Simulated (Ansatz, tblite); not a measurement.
Isomers of ZnI2⁻ (doublet), found by a short tight-binding search and relaxed with r2SCAN-D4/def2-TZVPD in Ansatz.

In the def2 sets I takes a core potential; there is no spin–orbit coupling. The xTB rows come from tblite. B3LYP takes the VWN-RPA correlation. Correlated methods freeze 17 core orbitals; core or outer-core shells of I are correlated, in sets that lack core-valence functions.

A: At PBE-D4/def2-TZVPD the highest occupied level of the charge -1 doublet lies above zero (up to 0.02 eV). By energy differences its removal costs 2.31 eV (vertical, to the charge 0 singlet, at PBE-D4/def2-TZVPD); a positive level beside a positive removal energy at the same level points to self-interaction error.

Other spin states were run for one of them alone.

A:

```xyz
3

Zn   -0.1072   -0.4791    0.7450
I    -1.0779    1.9787    0.5831
I     1.1851   -1.4996   -1.3281
```

B:

Cartesian coordinates in Å:
```
Zn 0.597 -1.169 1.560
I -0.715 -0.739 -1.617
I 0.117 1.909 0.058
```

Problem. Estimate which lies lowest at each level, and how far above it the others are (kJ/mol).

Solution. 
```
                 level    A      B
              GFN1-xTB  9.0    0.0
              GFN2-xTB  0.0  132.8
          HF/def2-SVPD  0.0  187.7
LDA (SPW92)/def2-TZVPD  0.0  134.6
     PBE-D4/def2-TZVPD  0.0  113.5
  r2SCAN-D4/def2-TZVPD  0.0  147.0
   B3LYP-D4/def2-TZVPD  0.0  106.0
    PBE0-D4/def2-TZVPD  0.0  137.6
         MP2/def2-SVPD  0.0  174.9
        CCSD/def2-SVPD  0.0  154.4
     CCSD(T)/def2-SVPD  0.0  151.9
```
Point groups (tolerance 0.1 Å): A C2v, B C2v. Lower isomers may exist.
